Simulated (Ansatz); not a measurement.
Clusters of 12 atoms, halide: gap (eV) at several levels, gas phase, relaxed structures; Ansatz. Clusters are the lowest isomers that short searches found in that spin, judged at the geometry's level. HOMO and LUMO are taken over both spins. Singlets are spin-restricted. Levels of anions in sets without diffuse functions are rough. The structures are stationary points that may keep the symmetry of their start.

| species | state | geometry | PBE-D4/def2-SVP | PBE-D4/def2-TZVP | r2SCAN-D4/def2-TZVP | PBE0-D4/def2-SVP | PBE0-D4/def2-TZVP |
| --- | --- | --- | --- | --- | --- | --- | --- |
| Zn4Br8 | singlet | PBE-D4/def2-SVP | 3.37 | 3.58 | 4.14 | 5.46 | 5.67 |
| Zn4Br8⁻ | doublet | PBE-D4/def2-SVP | 0.83 | 0.83 | 1.52 | 2.60 | 2.60 |
| Na6H6 | singlet | PBE-D4/def2-SVP | 3.76 | 3.70 | 4.40 | 5.32 | 5.22 |
| Ge4F8 | singlet | PBE-D4/def2-SVP | 3.44 | 3.44 | 3.82 | 5.23 | 5.21 |
| Li6H6⁺ | doublet | r2SCAN-D4/def2-TZVP | 0.53 | 0.53 | 0.58 | 1.42 | 1.41 |
